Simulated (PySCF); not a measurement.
CH5ClFNSi, SMILES Cl[Si@@H](CF)N.

Geometry optimised at B3LYP-D3(BJ)/def2-SVP. The structure was generated by enumeration; whether it is a known compound was not checked. Other conformers were not sampled.

Level of theory: TDDFT-PBE/def2-SVPD in PySCF 2.14.0.

Vertical excitations. The molecule is in vacuum.

```csv
state,energy (eV),λ (nm),f,main pairs
S1,6.35,195,0.027,HOMO→LUMO+1 96 %
S2,6.49,191,0.065,HOMO→LUMO 91 %
S3,6.70,185,0.010,"HOMO−1→LUMO+1 64 %, HOMO−1→LUMO 34 %"
S4,6.77,183,0.006,"HOMO−1→LUMO 64 %, HOMO−1→LUMO+1 34 %"
S5,6.88,180,0.008,HOMO→LUMO+2 99 %
S6,7.19,172,0.005,HOMO→LUMO+3 95 %
S7,7.34,169,0.021,"HOMO−2→LUMO 73 %, HOMO−2→LUMO+1 23 %"
S8,7.37,168,0.035,"HOMO−2→LUMO+1 58 %, HOMO−2→LUMO 22 %, HOMO−1→LUMO+2 16 %"
S9,7.44,167,0.039,"HOMO−1→LUMO+2 78 %, HOMO−2→LUMO+1 13 %"
S10,7.69,161,0.013,"HOMO−1→LUMO+3 62 %, HOMO−3→LUMO 29 %"
T1,5.93,209,0,HOMO→LUMO 94 %
T2,6.04,205,0,HOMO→LUMO+1 94 %
T3,6.38,194,0,HOMO−1→LUMO 95 %
T4,6.61,188,0,HOMO−1→LUMO+1 96 %
```
Triplets are in the Tamm–Dancoff approximation, which puts them higher than full response would, so one can lie above its singlet here.
